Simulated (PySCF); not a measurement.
Caution: the highest occupied level lies above zero, so the state may not be bound. This triplet is an excited state, 1.01 eV above the relaxed singlet at the level B3LYP-D3(BJ)/def2-TZVPD (PySCF).

B3LYP has the VWN-RPA correlation part, as in Gaussian. 

CHBNO, SMILES `[N+](#[C-])[B-]O` (excited triplet) (charge -1, multiplicity 3)

Calculation: B3LYP-D3(BJ)/def2-TZVPD (PySCF).

```yaml
highest_occupied_spin_orbital: 1.93 eV
total_energy: -193.5834 Ha
cost: about 70 core-seconds (a rough figure)
```

```xyz
5

C      2.0468    -0.5644    -0.1319
N      1.0234     0.0669    -0.0088
B     -0.1399     0.8129     0.1360
O     -1.4729     0.3196     0.0799
H     -1.4574    -0.6350    -0.0752
```
Charge -1, spin multiplicity 3.
